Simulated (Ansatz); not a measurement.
Computed with Ansatz on PBE0-D4/def2-TZVP structures; ΔE is electronic, products minus reactants. CCSD(T)/CBS is the MP2 limit (def2-TZVPP, def2-QZVPP) plus CCSD(T) − MP2 in def2-TZVPP, frozen cores. This one scheme is used for every species. Functionals use def2-TZVPP. B3LYP here is the variant with VWN-RPA as its local correlation; programs differ in this. One conformer a species, not always the lowest.

Consider the cleavage of the P–Si bond: `P[SiH2][AlH][Cl]` + PH₃ → `PP` + `[SiH3][AlH][Cl]`.

`P[SiH2][AlH][Cl]`:

```xyz
9

P     1.380    0.446   -1.566
Si   -0.263    1.060   -0.119
Al   -0.786   -0.839    1.307
Cl   -1.895   -2.375    0.389
H     2.218   -0.114   -0.562
H     0.786   -0.805   -1.886
H     0.247    2.251    0.616
H    -1.417    1.493   -0.955
H    -0.272   -1.116    2.776
```

PH₃:

Cartesian coordinates in Å:
```
P -0.095 0.570 0.057
H -0.618 -0.199 -1.016
H -0.490 -0.381 1.033
H 1.204 0.011 -0.074
```

`PP`:

```xyz
6

P    -0.470   -0.668    0.757
P     0.466    0.671   -0.757
H     0.746   -0.861    1.469
H    -0.852    0.408    1.604
H    -0.747    0.857   -1.474
H     0.856   -0.407   -1.599
```

`[SiH3][AlH][Cl]`:

Z-matrix (Å, degrees):
```
Si
Al 1 2.446
H 1 1.490 2 110.2
H 1 1.490 2 110.2 3 118.9
H 1 1.489 2 112.2 3 -120.6
Cl 2 2.104 1 116.2 3 -59.8
H 2 1.581 1 127.5 3 120.1
```

```
             level  ΔE (kJ/mol)  difference from CCSD(T)/CBS
           BLYP-D4         22.9                         -1.6
          B3LYP-D4         23.7                         -0.8
            revPBE         21.5                         -3.0
              BLYP         18.5                         -6.0
              PBE0         23.3                         -1.2
RPA@PBE/def2-TZVPP         23.3                         -1.2
      MP2/def2-SVP         28.6                          4.1
     CCSD/def2-SVP         26.7                          2.2
    MP2/def2-QZVPP         25.0                          0.5
      HF/CBS(def2)         18.5                         -6.0
       CCSD(T)/CBS         24.5                            0
```

Largest T1 diagnostic among the species: 0.014.

Leaving LDA and LC-ωPBE aside and taking each functional with its dispersion term where it has one, the values, not all of them listed here, spread over 4.0 kJ/mol, from B2PLYP to HSE06-D4. In def2-TZVPP, CCSD(T) changes the Hartree–Fock value by +6.7 kJ/mol (the triples alone add +0.9 kJ/mol) and MP2 by +6.9 kJ/mol.
